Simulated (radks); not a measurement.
Problem. The mean radii <r> (bohr) of the occupied orbitals of an atom or ion are listed with their occupations. All-electron calculation, non-relativistic Kohn-Sham, TPSS, spin-polarised, spherical densities, point nucleus; meta-GGA in the generalised Kohn-Sham scheme. Program: a radial shooting solver on a logarithmic mesh with Libxc functionals.

| orbital | occ. | <r> |
|---|---|---|
| 1s up | 1 | 0.01844 |
| 1s down | 1 | 0.01844 |
| 2s up | 1 | 0.07636 |
| 2s down | 1 | 0.07635 |
| 2p up | 3 | 0.06444 |
| 2p down | 3 | 0.06443 |
| 3s up | 1 | 0.1772 |

Name the element and its charge. Open shells, if any, are filled with parallel spins first.

Solution. Z = 82, lead, charge +71: Pb71+ in [Ne] 3s1. The 1s radius gives Z: for a bare nucleus <r> = 1.5/Z, 0.01829 bohr for Z = 82, and screening makes it slightly larger (0.01844 here). The occupations add up to 11, and the charge is Z minus that.
